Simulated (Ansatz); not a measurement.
One change: `C[SiH2]C(N)=O` becomes `BC(N)=O`.

Ansatz, PBE0-D4/def2-TZVP geometries, multiplicity 1. Each molecule was computed in one conformer, which needn't be the lowest. `BC(N)=O` holds a close contact that its SMILES doesn't draw: O···B 1.68 Å.

```json
{"property": "size of the dipole moment (ωB97M-V/def2-TZVPP) / D", "`C[SiH2]C(N)=O`": "3.10"}
{"property": "size of the dipole moment (B3LYP/def2-TZVPP) / D", "`C[SiH2]C(N)=O`": "3.08"}
{"property": "ideal-gas entropy at 298 K and 1 bar (rigid rotor, harmonic PBE0-D4/def2-TZVP) / J/(mol·K)", "`C[SiH2]C(N)=O`": "352"}
{"property": "HOMO energy (PBE0/def2-TZVPP) / eV", "`C[SiH2]C(N)=O`": "-6.94"}
{"property": "HOMO–LUMO gap (ωB97M-V/def2-TZVPP) / eV", "`C[SiH2]C(N)=O`": "11.08"}
{"property": "LUMO energy (B3LYP/def2-TZVPP) / eV", "`C[SiH2]C(N)=O`": "-0.41"}
```

Give the same properties after the change, and the shifts. (An estimate is asked.)

Ansatz gave: 
```
                                                                                  property  `BC(N)=O`  shift
                                        size of the dipole moment (ωB97M-V/def2-TZVPP) / D       4.67   1.57
                                          size of the dipole moment (B3LYP/def2-TZVPP) / D       4.65   1.57
ideal-gas entropy at 298 K and 1 bar (rigid rotor, harmonic PBE0-D4/def2-TZVP) / J/(mol·K)        279    -73
                                                        HOMO energy (PBE0/def2-TZVPP) / eV      -8.18  -1.24
                                                   HOMO–LUMO gap (ωB97M-V/def2-TZVPP) / eV      12.39   1.31
                                                       LUMO energy (B3LYP/def2-TZVPP) / eV      -0.26   0.15
```

With PBE0 the HOMO falls by 1.24 eV and the LUMO rises by 0.18 eV, so the gap widens by about 1.42 eV. PBE moves the HOMO by -1.30 eV and ωB97M-V by -1.27 eV. The zero-point energy changes by -83.6 kJ/mol with -12 modes. Dipoles are sizes alone; their direction can turn. Modes under 60 cm⁻¹, often nearly free rotors, make the harmonic entropy too high.

B3LYP here is the variant with VWN-RPA as its local correlation; programs differ in this.
